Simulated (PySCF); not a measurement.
# Nb+: what the settings change

The free ion Nb+ in its d4 configuration. Only this configuration is treated; at so low a charge one with s electrons may lie lower or mix in.

Method (PySCF 2.14, density fitting): CASSCF(4,5) with orbitals averaged over all microstates of the shell, strongly contracted NEVPT2 on the averaged canonical orbitals; basis x2c-TZVPall; spin-free X2C; gas phase; spin-orbit coupling by state interaction with the mean-field operator over all roots.

Base run: NEVPT2 ground state 5D, next 3P at 11047, then 3H at 11284 cm⁻¹, B(NEVPT2) 522, ζ 455 cm⁻¹, μeff(300 K) 3.38 μB.

Task: What happens with no frozen core in NEVPT2?

Result: NEVPT2 ground state 5D, next 3P at 11014, then 3H at 11258 cm⁻¹, B(NEVPT2) 520, ζ 455 cm⁻¹, μeff(300 K) 3.38 μB.
